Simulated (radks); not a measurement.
Spin polarisation of the 4d3 shell in Mo3+. Start: [Kr] 4d(up 1.5, down 1.5); electrons of 4d are moved from spin down to spin up, other shells keep equal spins. Calculated with a radial shooting solver on a logarithmic mesh with Libxc functionals: scalar-relativistic Kohn-Sham, BLYP, spin-polarised, spherical densities, finite nucleus; Fermi nuclear charge, rms radius of each element as measured or else 0.836 A^(1/3) + 0.57 fm.

moment (Bohr magnetons)  E - E(0) (eV)  e(4d up) (eV)  e(4d down) (eV)  4p down minus up (eV)  4s down minus up (eV)
0                                0.000        -32.804          -32.804                  0.000                  0.000
0.75                            -0.110        -33.081          -32.498                  0.571                  0.526
1.5                             -0.436        -33.323          -32.169                  1.137                  1.049
2.25                            -0.971        -33.526          -31.830                  1.693                  1.567
3                               -1.703        -33.692          -31.489                  2.234                  2.075

At moment 3 the spin-polarisation energy is -1.703 eV and the 4d exchange splitting 2.203 eV, that is 0.734 eV per Bohr magneton; E = -I m^2/4 would give I = 0.757 eV.
